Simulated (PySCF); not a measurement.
Compound: C4H9FNSi2 (doublet state).
Numbering: `[F:1][SiH2:2][N:3]([CH2:4][SiH2:5])[CH:6]1[CH:7]=[CH:8]1` (hydrogens: H9, H10 on Si2; H11, H12 on C4; H13, H14 on Si5; H15 on C6; H16 on C7; H17 on C8)

Cartesian coordinates in Å at the GFN2-xTB level; atoms count from 1:
```xyz
17
C4H9FNSi2 angstrom
F      1.1806    2.6331    0.5473
Si    -0.2783    2.0989    0.1324
N     -0.0780    0.4499   -0.2642
C     -1.1652   -0.3260   -0.8277
Si    -1.9902   -1.5908    0.3448
C      0.9878   -0.3645    0.2471
C      2.4061    0.0096   -0.0128
C      1.9537   -0.9924   -0.7096
H     -0.6696    2.8434   -1.0562
H     -1.1009    2.3877    1.3060
H     -0.7768   -0.8685   -1.7019
H     -1.9209    0.3686   -1.1967
H     -1.2050   -2.8032    0.5581
H     -3.3396   -1.9010   -0.1160
H      0.7181   -0.8933    1.1657
H      3.1744    0.6986    0.2347
H      2.0969   -1.7381   -1.4526
```

The hyperfine couplings belong to this conformer and change with its torsions.

Method: PySCF, UKS B3LYP, pcH-1 on C F H N Si, non-relativistic, mean-field spin-orbit, GIAO. Geometry: GFN2-xTB, one conformer, isolated molecule. The geometry wasn't refined by DFT: couplings that depend on bond lengths, twists or pyramidal angles can differ widely from those at the functional's own minimum, by a factor of two or more for some ions and for spin on atoms past the first row. The SCF solution wasn't tested for stability.

Problem. Give the principal g shifts and their parts.

Solution. 
```csv
Δg (ppm),1,2,3
relativistic mass correction,-126,-126,-126
gauge correction,8,26,34
orbital Zeeman/spin–orbit,-9,1822,2232
total,-127,1722,2140
```

So g = 2.00219, 2.00404, 2.00446 and g_iso = 2.00356; the tensor is rhombic: the two nearest values differ by 18 % of g3 − g1. 

Problem. What are the electron Larmor frequencies g μB B/h along the three axes at 3350 mT?

Solution. 93.8776, 93.9643, 93.9839 GHz for g1, g2 and g3, a range of 106.3 MHz.

Problem. How much does each term add to the isotropic shift?

Solution. The orbital-Zeeman/spin–orbit term 1348, the mass correction -126 and the gauge correction 23 ppm, for a total of 1245 ppm. The orbital-Zeeman/spin–orbit term is the largest in size. The mass correction is the same along every axis, so the anisotropy comes from the other two: their spans along these axes are 26 (gauge) and 2241 ppm (orbital Zeeman/spin–orbit).

Problem. In a frozen sample, at which fields do the three g values resonate at 9.5, 34, 94 and 263 GHz (hyperfine left aside), and which band first spreads them over more than twice a line width of 1.0 mT?

Solution. 
```
band    GHz  B(g3) mT  B(g2) mT  B(g1) mT  spread mT
   X    9.5    338.62    338.69    339.01       0.38
   Q   34.0   1211.91   1212.16   1213.28       1.37
   W   94.0   3350.57   3351.27   3354.37       3.79
   J  263.0   9374.48   9376.43   9385.09      10.61
```

The spread grows in proportion to the frequency. W band is the first where it exceeds 2.0 mT.

The largest Mulliken spin population is on Si5 (+0.99). The angles at Si5 add up to 335.8°, so it is pyramidal.

The HOMO–LUMO gaps are 5.24 eV among the α and 3.53 eV among the β orbitals.
